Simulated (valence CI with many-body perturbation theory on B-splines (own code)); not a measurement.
# E1 transitions of Mn3+

Method: configuration interaction combined with many-body perturbation theory (CI+MBPT): four valence electrons over a frozen Dirac-Fock core [Ar], a basis of 7 s, 7 p, 8 d, 6 f, 4 g, 1 h functions for each j, with the one-electron correlation potential Σ1 (screened to all orders), the two-electron term Σ2, the three-electron term Σ3, Breit, model QED; selected single and double excitations, second order for the rest, scaled by the run's own slope (own B-spline code, finite nucleus).

Set against measurement, 66 paired levels are off by 3123 cm⁻¹ on average, the worst by 5064. These come from a selection out of Corliss and Sugar, J. Phys. Chem. Ref. Data 6, 1253 (1977). Levels without a partner in it may be off by more, other configurations by 1,000 to 8,000 cm⁻¹. Among the levels kept, up to 290 cm⁻¹ of a level comes from second order outside the variational space, and about a tenth of that is noise between levels of different J, which matters for small intervals.

Lines 1 to 50 of 581 in falling wavelength, among levels below 254760 cm⁻¹, chosen from the strongest by gf and those to the six lowest levels. Wavelengths and rates use the calculated energies, so an error of 3000 cm⁻¹ moves a line at 205.3 nm by 6.2 % and its rate by three times that or more. Electric multipoles are in the length gauge, E1 and E2 with the static RPA response of the core. Weak lines are less certain than strong ones. Lines between different terms over intervals too small for the method are left out, as are lines whose strength nearly cancels. Where a level lies close to another of its J and parity, the split of strength between their lines is uncertain.

Names give the largest LS component (configuration and term), which can be under half, so a name can repeat, a term be missing and a line seem to break the LS rules; names also repeat where a configuration has a term twice. Letters in brackets count levels of one name in rising energy.

| λ vac (nm) | λ from measured levels | Upper | Lower | A (s⁻¹) | log gf | Branch % |
| --- | --- | --- | --- | --- | --- | --- |
| 290.5 |  | 3d3.4p 1D°_2 [c] | 3d3.4s 1D_2 [b] | 2.51e+07 | -0.80 | 1.0 |
| 248.8 |  | 3d3.4p 1G°_4 [a] | 3d3.4s 1F_3 | 3.90e+07 | -0.49 | 2.0 |
| 205.3 | 204.9 | 3d3.4p 3H°_4 [a] | 3d3.4s 3H_4 | 6.84e+07 | -0.41 | 7.6 |
| 204.8 |  | 3d3.4p 1S°_0 | 3d3.4s 1P_1 | 3.86e+08 | -0.62 | 55.2 |
| 203.0 |  | 3d3.4p 3H°_5 [a] | 3d3.4s 3H_5 | 7.84e+07 | -0.27 | 8.1 |
| 201.6 |  | 3d3.4p 1H°_5 [a] | 3d3.4s 1H_5 | 9.02e+07 | -0.22 | 7.1 |
| 201.1 |  | 3d3.4p 1D°_2 [a] | 3d3.4s 1D_2 [a] | 6.58e+07 | -0.70 | 4.7 |
| 200.6 |  | 3d3.4p 3P°_2 [a] | 3d3.4s 3P_2 [a] | 2.03e+08 | -0.21 | 15.2 |
| 200.2 |  | 3d3.4p 3H°_6 [a] | 3d3.4s 3H_6 | 1.06e+08 | -0.08 | 12.5 |
| 199.0 | 197.3 | 3d3.4p 5D°_3 [a] | 3d3.4s 3F_4 [a] | 4.76e+07 | -0.70 | 1.4 |
| 198.4 |  | 3d3.4p 3P°_2 [a] | 3d3.4s 3P_1 [a] | 7.28e+07 | -0.67 | 5.4 |
| 198.1 | 196.4 | 3d3.4p 5D°_2 [a] | 3d3.4s 3F_3 [a] | 1.14e+08 | -0.47 | 4.1 |
| 197.2 |  | 3d3.4p 3D°_1 [a] | 3d3.4s 3F_2 [a] | 2.16e+08 | -0.42 | 9.7 |
| 196.7 |  | 3d3.4p 5D°_2 [c] | 3d3.4s 3P_2 [a] | 7.69e+07 | -0.65 | 7.4 |
| 195.9 |  | 3d3.4p 1D°_2 [a] | 3d3.4s 1P_1 | 1.20e+08 | -0.46 | 8.6 |
| 192.9 | 191.0 | 3d3.4p 3D°_3 [a] | 3d3.4s 3F_4 [a] | 3.20e+08 | 0.10 | 14.9 |
| 192.4 | 190.7 | 3d3.4p 3D°_2 [a] | 3d3.4s 3F_3 [a] | 2.19e+08 | -0.22 | 10.7 |
| 192.4 |  | 3d3.4p 3F°_2 [b] | 3d3.4s 3D_1 [a] | 6.36e+07 | -0.75 | 2.2 |
| 191.5 | 190.0 | 3d3.4p 5F°_1 | 3d3.4s 3F_2 [a] | 1.91e+08 | -0.50 | 9.9 |
| 190.5 | 188.7 | 3d3.4p 3D°_3 [a] | 3d3.4s 3F_3 [a] | 4.11e+07 | -0.80 | 1.9 |
| 189.7 |  | 3d3.4p 1P°_1 [a] | 3d3.4s 1D_2 [a] | 2.30e+08 | -0.43 | 6.6 |
| 187.7 |  | 3d3.4p 3D°_1 [c] | 3d3.4s 1D_2 [a] | 1.22e+08 | -0.71 | 3.6 |
| 183.9 |  | 3d3.4p 1D°_2 [d] | 3d3.4s 1D_2 [b] | 4.23e+08 | 0.03 | 13.6 |
| 183.9 |  | 3d3.4p 3F°_4 [b] | 3d3.4s 1G_4 | 2.43e+08 | 0.04 | 7.8 |
| 183.8 |  | 3d3.4p 3P°_2 [b] | 3d3.4s 3D_3 [a] | 1.88e+08 | -0.32 | 7.2 |
| 183.7 |  | 3d3.4p 3P°_2 [b] | 3d3.4s 3D_2 [a] | 6.01e+07 | -0.82 | 2.3 |
| 182.3 | 180.2 | 3d3.4p 3H°_4 [a] | 3d3.4s 3G_4 | 7.32e+07 | -0.48 | 8.2 |
| 182.1 | 179.6 | 3d3.4p 3G°_5 [a] | 3d3.4s 3F_4 [a] | 5.01e+08 | 0.44 | 19.2 |
| 182.0 |  | 3d3.4p 3P°_1 [b] | 3d3.4s 3P_2 [b] | 3.55e+08 | -0.28 | 12.4 |
| 181.9 |  | 3d3.4p 3P°_0 [b] | 3d3.4s 3P_1 [b] | 4.74e+08 | -0.63 | 17.6 |
| 181.6 | 179.6 | 3d3.4p 3H°_4 [a] | 3d3.4s 3G_3 | 3.78e+08 | 0.23 | 42.2 |
| 181.6 | 179.0 | 3d3.4p 3G°_4 [a] | 3d3.4s 3F_3 [a] | 5.01e+08 | 0.35 | 19.2 |
| 181.4 |  | 3d3.4p 1D°_2 [a] | 3d3.4s 3P_2 [b] | 7.14e+07 | -0.75 | 5.1 |
| 181.2 |  | 3d3.4p 3H°_5 [a] | 3d3.4s 3G_5 | 9.01e+07 | -0.31 | 9.3 |
| 181.1 | 178.6 | 3d3.4p 3G°_3 [a] | 3d3.4s 3F_2 [a] | 5.02e+08 | 0.24 | 19.3 |
| 181.0 |  | 3d3.4p 3H°_5 [b] | 3d3.4s 3H_6 | 3.01e+07 | -0.79 | 1.0 |
| 180.6 |  | 3d3.4p 3H°_4 [b] | 3d3.4s 3H_4 | 4.40e+08 | 0.29 | 14.1 |
| 180.4 |  | 3d3.4p 3H°_5 [b] | 3d3.4s 3H_5 | 4.28e+08 | 0.36 | 13.7 |
| 180.3 |  | 3d3.4p 3H°_5 [a] | 3d3.4s 3G_4 | 3.58e+08 | 0.28 | 36.7 |
| 180.2 |  | 3d3.4p 3F°_4 [c] | 3d3.4s 1G_4 | 2.99e+08 | 0.12 | 9.6 |
| 180.2 |  | 3d3.4p 3H°_6 [b] | 3d3.4s 3H_6 | 4.38e+08 | 0.44 | 14.1 |
| 179.7 | 178.0 | 3d3.4p 5G°_2 | 3d3.4s 5F_2 | 1.32e+08 | -0.49 | 23.0 |
| 179.5 |  | 3d3.4p 1H°_5 [b] | 3d3.4s 1H_5 | 4.45e+08 | 0.37 | 7.6 |
| 179.4 | 177.7 | 3d3.4p 5G°_3 | 3d3.4s 5F_3 | 1.46e+08 | -0.31 | 25.0 |
| 179.3 |  | 3d3.4p 1G°_4 [a] | 3d3.4s 1H_5 | 4.46e+08 | 0.29 | 23.2 |
| 179.2 |  | 3d3.4p 1H°_5 [a] | 3d3.4s 1G_4 | 4.29e+08 | 0.36 | 33.8 |
| 179.1 |  | 3d3.4p 3F°_2 [d] | 3d3.4s 3F_2 [b] | 4.59e+08 | 0.04 | 19.7 |
| 179.1 |  | 3d3.4p 5G°_2 | 3d3.4s 5F_1 | 4.26e+08 | 0.01 | 74.1 |
| 179.0 | 177.2 | 3d3.4p 5G°_4 | 3d3.4s 5F_4 | 1.25e+08 | -0.27 | 21.2 |
| 178.7 |  | 3d3.4p 3F°_2 [d] | 3d3.4s 3F_3 [b] | 8.48e+07 | -0.69 | 3.6 |

(1) How does gf follow from A for the line at 205.3 nm?

Answers

(1) gf = 1.4992 × (2J+1)_upper × A / σ², with σ = 48715 cm⁻¹ and 2J+1 = 9: gf = 0.389.
